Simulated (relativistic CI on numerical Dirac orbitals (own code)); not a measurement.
**What each ingredient does to the levels of Ti IX**

Base calculation: Dirac-Coulomb-Breit CI, KLI orbitals optimised for each configuration, QED by a radiative potential, unscaled Slater integrals.

Configuration list (outside the closed core [Ne]): 3s²3p², 3s3p³, 3s²3p3d, 3p⁴, 3s3p²3d, 3p³3d, 3s3p3d², 3s²3p4s, 3s²3p4p, 3s²3d4p, 3p³4s, 3s²3p4d, 3p³4p, 3s²3d², 3s3d³, 3p²3d², 3p3d³, 3p3d²4s, 3p3d²4p, 3p3d²4d, 3s²3d4s, 3s3d²4s. Double excitations out of closed p, d and f shells are left out; levels of such configurations are missing from the list, as are those of other unlisted configurations, and high levels can miss mixing partners.

The lowest level and the first level of each name with at least 55 % of one term (blank where a level has no safe partner in the second run):

```
       Level  Base (cm⁻¹)  Shift (cm⁻¹)
  3s²3p² ³P0            0             0
  3s²3p² ³P1         3033            +2
  3s²3p² ³P2         7224            +3
  3s²3p² ¹D2        31210           -11
  3s²3p² ¹S0        64834           -39
  3s3p³ ⁵S°2       141176           +84
  3s3p³ ³D°1       200143           +24
  3s3p³ ³D°2       200241           +24
  3s3p³ ³D°3       200929           +24
  3s3p³ ³P°0       231891           +21
  3s3p³ ³P°1       232007           +21
  3s3p³ ³P°2       232094           +20
  3s3p³ ³S°1       307098           +35
3s²3p3d ³F°2       313032           -69
3s²3p3d ³F°3       315606           -69
3s²3p3d ³F°4       319256           -68
  3s3p³ ¹P°1       319821           -18
3s²3p3d ³P°2       360681           -59
3s²3p3d ³P°1       364114           -74
3s²3p3d ³P°0       365607           -74
3s²3p3d ³D°1       373494           -66
3s²3p3d ³D°2       374657           -66
```

At this charge configurations can still be misplaced by up to about 7 % of their energy.

Task: One thing was changed in a second run, which moved the levels as shown. Which?
A. configuration mixing switched off
B. Breit term removed
C. QED terms removed
D. valence Slater integrals scaled by 0.9
E. one mean potential for all configurations

Result: E. One mean potential for all configurations. One potential for all configurations removes the relaxation of the orbitals, which moves whole configurations and changes the integrals a little.

LS names give the leading component of a level, which can be under half, so a name can repeat, a term be missing and a line seem to break the LS rules.
